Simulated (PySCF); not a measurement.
Isomers of C8H8Cl2. Method: PBE0-D3(BJ)/def2-SVP geometry optimisation, gas phase in PySCF 2.14.0. One conformer each; no zero-point energy, no entropy. No frequencies were run at this level. Point groups hold within 0.08 Å.

Task: Order them by energy at this level, lowest first, and give relative energies in kcal/mol.
A. `[CH2:1]=[C:2]([Cl:3])/[CH:4]=[C:5](\[Cl:6])[C:7]#[C:8][CH2:9][CH3:10]` with C1–C2–C4–C5 180°
B. `[Cl:1][CH:2]([Cl:3])[C:4]1=[CH:5][CH:6]=[CH:7][CH:8]=[CH:9][CH2:10]1` with Cl1–C2–C4–C5 -117°, C4–C5–C6–C7 31°, C6–C7–C8–C9 -32°, C8–C9–C10–C4 68°, C2–C4–C10–C9 113°

Result: B (0.0), A (42.7).

As drawn, the higher has a C≡C bond, which the lower lacks.

| SMILES | E (Eh) | E rel (kcal/mol) | dipole (D) | point group | A, B, C (MHz) |
| --- | --- | --- | --- | --- | --- |
| ClC(Cl)C1=CC=CC=CC1 | -1228.85939 | 0.0 | 1.91 | C1 | 1729, 641.1, 563.7 |
| C=C(Cl)/C=C(\Cl)C#CCC | -1228.79132 | 42.7 | 3.10 | C1 | 2179, 392.5, 334.8 |

Task: How do the relative energies change in single points at PBE0/pcSseg-1 (no added dispersion term) on the same geometries?

Result: 
```csv
SMILES,PBE0-D3(BJ)/def2-SVP (kcal/mol),PBE0/pcSseg-1 (kcal/mol),shift
ClC(Cl)C1=CC=CC=CC1,0.0,0.0,0.0
C=C(Cl)/C=C(\Cl)C#CCC,42.7,39.9,-2.8
```

Each column counts from its own lowest isomer. The order is unchanged; the largest shift is 2.8 kcal/mol.
